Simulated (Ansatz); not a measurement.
Geometry optimisation, RKS PBE0/def2-SVP in Ansatz.

Input:

```yaml
crystal:
  periodic: [false, false, false]
  atoms:
    - { symbol: C, position_ang: [-2.1486, 0.3851, -0.1252] }
    - { symbol: C, position_ang: [-1.0313, -0.1309, -0.2238] }
    - { symbol: C, position_ang: [0.0994, -0.7066, -0.3216] }
    - { symbol: O, position_ang: [0.2118, -2.0746, -0.4131] }
    - { symbol: Si, position_ang: [1.6829, 0.2537, -0.2903] }
    - { symbol: S, position_ang: [2.0822, 0.8433, 1.7597] }
    - { symbol: H, position_ang: [-2.6769, 0.5134, 0.8223] }
    - { symbol: H, position_ang: [-2.6482, 0.8465, -1.0251] }
    - { symbol: H, position_ang: [-0.7807, -2.3823, -0.3391] }
    - { symbol: H, position_ang: [3.44974, 0.84774, 1.94464] }
    - { symbol: H, position_ang: [2.8304, -0.5116, -0.766] }
    - { symbol: H, position_ang: [0.9069, 1.3977, 2.0004] }
basis:
  gaussian: { orbitals: def2-SVP }
hamiltonian:
  xc: pbe0
relax:
  f_tol: 0.02
  max_steps: 50
```

Launched with:

```bash
$ ansatz run input.yaml --threads 2 --pin off --max-ram 3072MiB --backend cpu --events-out ev --progress --plain --runs-dir out
```

Question: Where does it end, and by what steps?

Answer: It converged. After 25 steps the energy has fallen by 3.635 eV; H12 moved furthest, 1.29 Å.

```csv
step,energy less start (eV),largest force component (eV/Å),accepted
0,0.0000,5.787,yes
1,-1.8740,2.951,yes
2,-2.9247,2.147,yes
3,-3.3710,1.944,yes
4,-3.4702,1.291,yes
5,-3.5139,0.890,yes
6,-3.5780,0.367,yes
7,-3.5607,0.510,no
8,-3.5897,0.266,yes
9,-3.6051,0.097,yes
10,-3.6093,0.091,yes
11,-3.6175,0.193,yes
12,-3.6206,0.145,yes
13,-3.6246,0.259,yes
14,-3.6265,0.211,yes
15,-3.6277,0.198,yes
16,-3.6280,0.200,yes
17,-3.6320,0.160,yes
18,-3.6325,0.119,yes
19,-3.6335,0.097,yes
20,-3.6348,0.077,yes
21,-3.6206,0.313,no
22,-3.6353,0.026,yes
23,-3.6354,0.021,yes
24,-3.6354,0.044,no
25,-3.6355,0.015,yes
```

```xyz
12
Properties=species:S:1:pos:R:3
C -2.444 0.362 -0.546
C -1.231 -0.088 -0.326
C 0.009 -0.493 -0.113
O 0.353 -1.779 0.195
Si 1.373 0.843 -0.357
S 2.423 0.061 1.810
H -3.082 0.721 0.271
H -2.869 0.403 -1.557
H -0.451 -2.315 0.233
H 3.585 0.741 1.680
H 2.390 -0.155 -0.934
H 1.922 0.980 2.668
```

The run took 110 s on 2 threads of Arm Neoverse V1 (shared host), peak memory 0.3 GiB.
